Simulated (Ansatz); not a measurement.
C2H8FGaSe (`[CH3][Ga-]([CH3])([F])[SeH2+]`), relaxed with RKS PBE0-D4/def2-TZVP in Ansatz from a PBE-D4/def2-SVP geometry. The force threshold is 0.005 eV/Å; the program also tests the step.

Charge 0, multiplicity 1.

Start:

```xyz
13

C    -0.690   -1.510    1.297
Ga   -0.060    0.122    0.387
C    -0.945    1.511   -0.698
F     1.476    0.771    1.171
Se    1.855   -0.937   -1.412
H    -1.352   -2.111    0.642
H     0.171   -2.133    1.609
H    -1.262   -1.235    2.207
H    -0.192    2.194   -1.139
H    -1.621    2.115   -0.058
H    -1.552    1.066   -1.512
H     1.807    0.285   -2.254
H     2.365   -0.137   -0.241
```

(1) How much energy does the relaxation release, and in how many steps? (Estimate.)

(2) Which bonds change most? (An estimate is asked.)

(3) Give the relaxed structure. (An estimate is asked.)

Answers

(1) The calculation gave: 8.78 kJ/mol, in 27 steps, 2 of them rejected.

(2) The calculation gave: Ga2–F4 from 1.843 to 1.798 Å; Se5–H13 from 1.508 to 1.469 Å; Ga2–Se5 from 2.833 to 2.814 Å; C3–H10 from 1.110 to 1.093 Å.

(3) Computed: 
```xyz
13

C    -0.664   -1.455    1.288
Ga   -0.057    0.202    0.422
C    -1.024    1.510   -0.680
F     1.392    0.904    1.224
Se    1.693   -0.897   -1.488
H    -1.235   -2.082    0.601
H     0.185   -2.027    1.666
H    -1.309   -1.215    2.137
H    -0.334    2.251   -1.088
H    -1.763    2.039   -0.073
H    -1.555    1.028   -1.504
H     1.968    0.426   -2.063
H     2.702   -0.685   -0.442
```
